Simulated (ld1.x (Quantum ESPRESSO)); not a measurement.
## Cu (Z = 29): one change to a PAW potential, before and after

```json
{"Element": "copper", "Generator": "ld1.x (Quantum ESPRESSO) 7.5", "Type": "PAW", "Functional": "revPBE", "Relativity": "scalar-relativistic", "Frozen core": "[Ar]", "Valence charge": "11", "Reference configuration": "3d10 4s0 4p0 (charge +1)", "Partial waves": "4s (bound, empty): rcut 1.60, rcutus 1.85 bohr; 4s channel at -0.4 Ry: rcut 1.60, rcutus 1.85 bohr; 4p (bound, empty): rcut 2.30, rcutus 2.40 bohr; 4p channel at 0.45 Ry: rcut 2.30, rcutus 2.40 bohr; 3d (bound): rcut 1.35, rcutus 1.60 bohr; 3d channel at 2.7 Ry: rcut 1.35, rcutus 1.60 bohr", "Local potential": "all-electron potential smoothed inside 2.05 bohr (lloc = -1)", "Core correction": "a·sin(br)/r model core, default radius (core density twice the valence density)", "Augmentation charge": "BESSEL, radius 0.95 bohr"}
```

Change: waves 4p (bound): rcut 2.30, rcutus 3.36 bohr; 4p channel at 0.45 Ry: rcut 2.30, rcutus 3.36 bohr.

Cutoffs: the cutoffs (Ry, on a coarse ladder) from which the occupation-weighted sum of valence levels, in a spherical-Bessel basis at the reference potential, stays within 10 and 1 mRy of its value at 400 Ry; they do not see the model core or the augmentation charge, which bear on the density cutoff. Errors are all-electron minus pseudo energies relative to the spin-unpolarised reference configuration.

How do hardness, ghosts and transferability respond?

The potential gets neither clearly harder nor softer (45 Ry and 70 Ry → 45 Ry and 70 Ry); of the 7 tests that both files solve, the error grows in 1 and shrinks in 0 by more than 15 % and 0.3 meV (median size 80.3 → 79.2 meV); neither file shows a bound ghost.

```csv
quantity,base,changed
"cutoff, loose",45 Ry,45 Ry
"cutoff, tight",70 Ry,70 Ry
bound ghosts,none,none
"error for 3d10 4s1 4p0, meV [ΔE -8.01 eV]",-4.4,-4.4
"error for 3d9 4s0 4p0, meV [ΔE 21.21 eV]",-79,-79
"error for 3d8 4s0 4p0, meV [ΔE 60.10 eV]",-560,-560
"error for 3d10 4s0 4p1, meV [ΔE -3.93 eV]",-0.2,+1.0
"error for 3d9 4s1 4p0, meV [ΔE 3.48 eV]",-80,-80
"error for 3d7 4s0 4p0, meV [ΔE 119.70 eV]",-1959,-1960
"error for 3d9 4s1 4p1, meV [ΔE -1.21 eV]",-86,-77
lowest overlap eigenvalue by channel,"s 0.50, p 0.65, d 0.88","s 0.50, p 0.64, d 0.88"
```
